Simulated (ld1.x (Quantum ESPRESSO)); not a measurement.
**u(r) = r·R(r): atom against pseudo-atom (silicon)**

Columns: radius, all-electron u(r) and pseudo u(r) of the 3s shell (level -11.15 eV) of silicon in the configuration [Ne] 3s1.5 3p2.5; PBE, non-relativistic, TM scheme, ld1.x (Quantum ESPRESSO) 7.5.

```csv
r (bohr),all-electron,pseudo
0.110,0.1023,0.0277
0.220,-0.1747,0.0569
0.330,-0.3253,0.0889
0.440,-0.3252,0.1253
0.550,-0.2289,0.1678
0.660,-0.0864,0.2176
0.770,0.0692,0.2757
0.880,0.2185,0.3418
0.990,0.3514,0.4142
1.100,0.4635,0.4890
1.210,0.5540,0.5611
1.320,0.6243,0.6248
1.430,0.6763,0.6757
1.540,0.7116,0.7113
1.650,0.7322,0.7322
1.760,0.7402,0.7402
1.870,0.7378,0.7378
1.980,0.7269,0.7269
2.090,0.7091,0.7091
2.200,0.6862,0.6862
2.310,0.6594,0.6594
2.420,0.6299,0.6299
2.530,0.5986,0.5986
2.640,0.5663,0.5663
2.750,0.5337,0.5337
2.860,0.5012,0.5012
```

How many radial nodes do the two functions have?

The all-electron 3s function has n − l − 1 = 2; the pseudo-wave has 0, since the states of the same l below it are removed with the core.

At about which radius was the pseudo-wave matched?

1.80 bohr. The columns agree to 0.0005 from 1.54 bohr on; several derivatives are matched, so the curves merge somewhat inside the radius.

Where does each function peak?

Outermost all-electron maximum near 1.76 bohr, pseudo maximum near 1.76 bohr (to the table’s step).

Is the pseudo-wave norm-conserving?

Yes: the TM scheme keeps the norm inside the radius equal to the all-electron one, which fixes the energy derivative of the logarithmic derivative at the level.
